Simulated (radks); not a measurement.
Q: Calculated with a radial shooting solver on a logarithmic mesh with Libxc functionals: Dirac Kohn-Sham, PBE, spin-unpolarised, spherical densities, finite nucleus; open shells are shared between the two j in proportion to 2j + 1; Fermi nuclear charge, rms radius of each element as measured or else 0.836 A^(1/3) + 0.57 fm. Each species is in its NIST ground configuration. Rank Ru, Sn, Ag, In, Nb, Cd, Pd, Sr, I, Mo, Rh, Tc, Xe, Sb, Zr, Rb, Te by mean radius of the outermost orbital (bohr), largest first.

A: Rb 5.25, Sr 4.33, In 3.81, Zr 3.73, Nb 3.73, Mo 3.60, Ru 3.39, Rh 3.31, Tc 3.30, Sn 3.30, Ag 3.17, Sb 2.97, Cd 2.90, Te 2.72, I 2.52, Xe 2.35, Pd 1.61.
